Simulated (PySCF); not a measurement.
PySCF job for 2,2-difluoro-1-silylethanone (C2H4F2OSi), SMILES O=C(C(F)F)[SiH3], TDA-ωB97X/def2-SVPD. The structure is a stationary point at B3LYP-D3(BJ)/def2-SVP. The values are those of a single conformer.

```python
import numpy as np
from pyscf import gto, scf, dft, tdscf

mol = gto.M(
    atom='''
    O    -0.38379439    0.54664547    1.82725334
    C    -0.09458754    0.21985112    0.70034919
    Si    1.73895183    0.35394871    0.05058919
    C    -1.17413942   -0.30833965   -0.25576275
    F    -1.18579554    0.48566362   -1.35693049
    F    -0.81989559   -1.56065829   -0.64094293
    H     2.57314996   -0.44947939    0.98335712
    H     1.88176222   -0.14008419   -1.34320895
    H     2.10882104    1.79195742    0.13863905
    H    -2.17512155   -0.32495649    0.20827956
    ''',
    basis='def2-SVPD',
    charge=0,
    spin=0,
    max_memory=1600,
    verbose=4,
)
mf = dft.RKS(mol, xc='wb97x').density_fit(auxbasis='def2-universal-jkfit')
mf.grids.level = 3
mf.conv_tol = 1e-9
mf.max_cycle = 100
mf.kernel()
mf.grids = dft.Grids(mol).set(level=1).build(with_non0tab=True)  # coarser grid for the response kernel
td = tdscf.TDA(mf)
td.singlet = True
td.nstates = 10
td.conv_tol = 1e-4
td.positive_eig_threshold = 1e-6
td.kernel(x0=td.get_init_guess(mf, 15))
td.analyze()
tt = tdscf.TDA(mf)
tt.singlet = False
tt.nstates = 4
tt.conv_tol = 1e-4
tt.positive_eig_threshold = 1e-6
tt.kernel(x0=tt.get_init_guess(mf, 9))
tt.analyze(verbose=3)
```

Log of the run:

```
PySCF version 2.14.0

[INPUT] verbose = 4
[INPUT] num. atoms = 10
[INPUT] num. electrons = 56
[INPUT] charge = 0
[INPUT] spin (= nelec alpha-beta = 2S) = 0
[INPUT] symmetry False subgroup None
[INPUT] Mole.unit = angstrom
[INPUT] Symbol           X                Y                Z      unit          X                Y                Z       unit  Magmom
[INPUT]  1 O     -0.383794390000   0.546645470000   1.827253340000 AA   -0.725266285245   1.033010225534   3.453008372797 Bohr   0.0
[INPUT]  2 C     -0.094587540000   0.219851120000   0.700349190000 AA   -0.178744545396   0.415458404979   1.323468160661 Bohr   0.0
[INPUT]  3 Si     1.738951830000   0.353948710000   0.050589190000 AA    3.286142702511   0.668866124043   0.095599713964 Bohr   0.0
[INPUT]  4 C     -1.174139420000  -0.308339650000  -0.255762750000 AA   -2.218801935856  -0.582677491844  -0.483321550366 Bohr   0.0
[INPUT]  5 F     -1.185795540000   0.485663620000  -1.356930490000 AA   -2.240828810331   0.917771230465  -2.564226996172 Bohr   0.0
[INPUT]  6 F     -0.819895590000  -1.560658290000  -0.640942930000 AA   -1.549378115839  -2.949216742132  -1.211206599176 Bohr   0.0
[INPUT]  7 H      2.573149960000  -0.449479390000   0.983357120000 AA    4.862548701836  -0.849392945737   1.858275639441 Bohr   0.0
[INPUT]  8 H      1.881762220000  -0.140084190000  -1.343208950000 AA    3.556015227354  -0.264720753482  -2.538297043565 Bohr   0.0
[INPUT]  9 H      2.108821040000   1.791957420000   0.138639050000 AA    3.985094211320   3.386308750682   0.261989834670 Bohr   0.0
[INPUT] 10 H     -2.175121550000  -0.324956490000   0.208279560000 AA   -4.110384017139  -0.614078768500   0.393591325745 Bohr   0.0

nuclear repulsion = 298.916780904329
number of shells = 69
number of NR pGTOs = 241
number of NR cGTOs = 165
basis = def2-SVPD
ecp = {}


******** <class 'pyscf.df.df_jk.DFRKS'> ********
method = DFRKS
initial guess = minao
damping factor = 0
level_shift factor = 0
DIIS = <class 'pyscf.scf.diis.CDIIS'>
diis_start_cycle = 1
diis_space = 8
diis_damp = 0
SCF conv_tol = 1e-09
SCF conv_tol_grad = None
SCF max_cycles = 100
direct_scf = False
XC library pyscf.dft.libxc version 7.1.2
    S. Lehtola, C. Steigemann, M. J. T. Oliveira, and M. A. L. Marques,  SoftwareX 7, 1–5 (2018)
XC functionals = wb97x
    J.-D. Chai and M. Head-Gordon,  J. Chem. Phys. 128, 084106 (2008)
radial grids:
    Treutler-Ahlrichs [JCP 102, 346 (1995); DOI:10.1063/1.469408] (M4) radial grids

becke partition: Becke, JCP 88, 2547 (1988); DOI:10.1063/1.454033
pruning grids: <function nwchem_prune>
grids dens level: 3
symmetrized grids: False
atomic radii adjust function: <function treutler_atomic_radii_adjust>
small_rho_cutoff = 0
Set gradient conv threshold to 3.16228e-05
Initial guess from minao.
tot grids = 129256
******** <class 'pyscf.df.df.DF'> ********
auxbasis = def2-universal-jkfit
Create RSH-DF object <pyscf.df.df.DF object> for omega=0.3
******** <class 'pyscf.df.df.DF'> ********
auxbasis = auxmol.basis = def2-universal-jkfit
init E= -643.059300790485
  HOMO = -0.268681073786428  LUMO = -0.0964020109235095  gap/eV = 4.68795
cycle= 1 E= -642.34378590875  delta_E= 0.716  |g|= 1.04  |ddm|= 3.45
  HOMO = -0.288977335679994  LUMO = -0.016496820121783  gap/eV = 7.41457
cycle= 2 E= -642.176529368567  delta_E= 0.167  |g|= 1.48  |ddm|= 2.09
  HOMO = -0.384857357010667  LUMO = -0.015894956489424  gap/eV = 10.03998
cycle= 3 E= -642.565373596626  delta_E= -0.389  |g|= 0.116  |ddm|=  1.2
  HOMO = -0.367058078798376  LUMO = 0.00123658478742605  gap/eV = 10.02181
cycle= 4 E= -642.567490200874  delta_E= -0.00212  |g|= 0.0674  |ddm|= 0.165
  HOMO = -0.37214507084439  LUMO = 0.00282415809660996  gap/eV = 10.20343
cycle= 5 E= -642.568325836357  delta_E= -0.000836  |g|= 0.0126  |ddm|= 0.0787
  HOMO = -0.373327473486654  LUMO = 0.00277661692024456  gap/eV = 10.23431
cycle= 6 E= -642.568375961136  delta_E= -5.01e-05  |g|= 0.00413  |ddm|= 0.0284
  HOMO = -0.373460160034006  LUMO = 0.0027341771549505  gap/eV = 10.23677
cycle= 7 E= -642.568383066574  delta_E= -7.11e-06  |g|= 0.00114  |ddm|= 0.0113
  HOMO = -0.373521192400534  LUMO = 0.00274661613493254  gap/eV = 10.23877
cycle= 8 E= -642.56838375257  delta_E= -6.86e-07  |g|= 0.000249  |ddm|= 0.00362
  HOMO = -0.373582500041044  LUMO = 0.00271641201734241  gap/eV = 10.23961
cycle= 9 E= -642.568383789934  delta_E= -3.74e-08  |g|= 8.49e-05  |ddm|= 0.000771
  HOMO = -0.373568417357633  LUMO = 0.00274072891995925  gap/eV = 10.23989
cycle= 10 E= -642.568383792686  delta_E= -2.75e-09  |g|= 1.87e-05  |ddm|= 0.000222
  HOMO = -0.373572348899273  LUMO = 0.00273713460366309  gap/eV = 10.23990
cycle= 11 E= -642.568383792858  delta_E= -1.72e-10  |g|= 7.96e-06  |ddm|= 7.69e-05
  HOMO = -0.373571735806755  LUMO = 0.00273734285054239  gap/eV = 10.23989
Extra cycle  E= -642.568383792865  delta_E= -7.16e-12  |g|= 8.91e-06  |ddm|= 2.39e-05
converged SCF energy = -642.568383792865
tot grids = 42440
Overwritten attributes  positive_eig_threshold  of <class 'pyscf.tdscf.rks.TDA'>


******** <class 'pyscf.tdscf.rks.TDA'> for <class 'pyscf.df.df_jk.DFRKS'> ********
nstates = 10 singlet
deg_eia_thresh = 1.000e-03
wfnsym = None
conv_tol = 0.0001
eigh lindep = 1e-12
eigh level_shift = 0
eigh max_cycle = 100


Excitation energies (eV)
[3.44468068 7.64648054 7.6817197  7.85925602 7.95175925 8.03738414
 8.30188202 8.40781839 8.70667718 9.07808218]

** Singlet excitation energies and oscillator strengths **
Excited State   1:      3.44468 eV    359.93 nm  f=0.0011
      28 -> 29       -0.69155
Excited State   2:      7.64648 eV    162.15 nm  f=0.0250
      28 -> 31        0.47888
      28 -> 32        0.45507
      28 -> 35        0.11171
Excited State   3:      7.68172 eV    161.40 nm  f=0.0062
      21 -> 29       -0.15267
      23 -> 29        0.10860
      25 -> 29       -0.49856
      26 -> 29        0.42598
Excited State   4:      7.85926 eV    157.76 nm  f=0.0223
      27 -> 29        0.44120
      28 -> 30        0.24358
      28 -> 31       -0.27698
      28 -> 32        0.36724
Excited State   5:      7.95176 eV    155.92 nm  f=0.0044
      23 -> 29       -0.16196
      25 -> 29        0.37916
      26 -> 29        0.54105
Excited State   6:      8.03738 eV    154.26 nm  f=0.0009
      27 -> 29        0.44078
      28 -> 30       -0.49867
      28 -> 31        0.11157
Excited State   7:      8.30188 eV    149.34 nm  f=0.0014
      19 -> 29        0.17948
      21 -> 29       -0.10012
      23 -> 29        0.60688
      25 -> 29        0.22374
Excited State   8:      8.40782 eV    147.46 nm  f=0.5226
      27 -> 29       -0.27510
      28 -> 30       -0.30957
      28 -> 31       -0.37197
      28 -> 32        0.21095
      28 -> 33        0.27377
      28 -> 35        0.18891
Excited State   9:      8.70668 eV    142.40 nm  f=0.0007
      23 -> 29       -0.12277
      28 -> 34        0.61063
      28 -> 36       -0.18471
      28 -> 39       -0.14719
Excited State  10:      9.07808 eV    136.58 nm  f=0.0473
      24 -> 29       -0.23835
      28 -> 30       -0.22692
      28 -> 32        0.16711
      28 -> 33       -0.20657
      28 -> 35       -0.50526
      28 -> 42        0.12458

** Transition electric dipole moments (AU) **
state          X           Y           Z        Dip. S.      Osc.
  1        -0.0196      0.1088     -0.0353      0.0135      0.0011
  2        -0.3433     -0.0128      0.1233      0.1332      0.0250
  3        -0.0277      0.1639     -0.0723      0.0329      0.0062
  4        -0.3261     -0.0954     -0.0173      0.1158      0.0223
  5        -0.0479      0.1300     -0.0585      0.0226      0.0044
  6         0.0677      0.0027      0.0079      0.0047      0.0009
  7        -0.0057      0.0757     -0.0314      0.0068      0.0014
  8         1.5155      0.1434     -0.4687      2.5369      0.5226
  9        -0.0577      0.0080     -0.0101      0.0035      0.0007
 10         0.2973      0.1693      0.3090      0.2125      0.0473

** Transition velocity dipole moments (imaginary part, AU) **
state          X           Y           Z        Dip. S.      Osc.
  1         0.0026     -0.0133      0.0044      0.0002      0.0011
  2        -0.0474      0.0036      0.0317      0.0033      0.0077
  3        -0.0052      0.0280     -0.0132      0.0010      0.0023
  4        -0.0555     -0.0201     -0.0152      0.0037      0.0086
  5        -0.0079      0.0173     -0.0074      0.0004      0.0010
  6         0.0510     -0.0009     -0.0242      0.0032      0.0072
  7         0.0048     -0.0139      0.0040      0.0002      0.0005
  8         0.3877      0.0515     -0.0752      0.1586      0.3422
  9        -0.0100     -0.0130      0.0030      0.0003      0.0006
 10         0.0751      0.0334      0.0510      0.0094      0.0187

** Transition magnetic dipole moments (imaginary part, AU) **
state          X           Y           Z
  1         0.1258     -0.2664     -0.8625
  2         0.0872     -0.4540      0.1889
  3        -0.0969      0.1718      0.4709
  4        -0.0288      0.1699     -0.0751
  5        -0.2132     -0.1248     -0.2548
  6         0.0686     -0.3989      0.1174
  7        -0.8097     -0.1592     -0.0371
  8         0.0814     -0.3667      0.1514
  9         0.3521      0.3870      0.6955
 10         0.0431     -0.0911      0.0752


******** <class 'pyscf.tdscf.rks.TDA'> for <class 'pyscf.df.df_jk.DFRKS'> ********
nstates = 4 triplet
deg_eia_thresh = 1.000e-03
wfnsym = None
conv_tol = 0.0001
eigh lindep = 1e-12
eigh level_shift = 0
eigh max_cycle = 100


Excitation energies (eV)
[2.76979222 5.72704539 7.27341138 7.31112151]

** Triplet excitation energies and oscillator strengths **
Excited State   1:      2.76979 eV    447.63 nm  f=0.0000
Excited State   2:      5.72705 eV    216.49 nm  f=0.0000
Excited State   3:      7.27341 eV    170.46 nm  f=0.0000
Excited State   4:      7.31112 eV    169.58 nm  f=0.0000
```

The run converged.
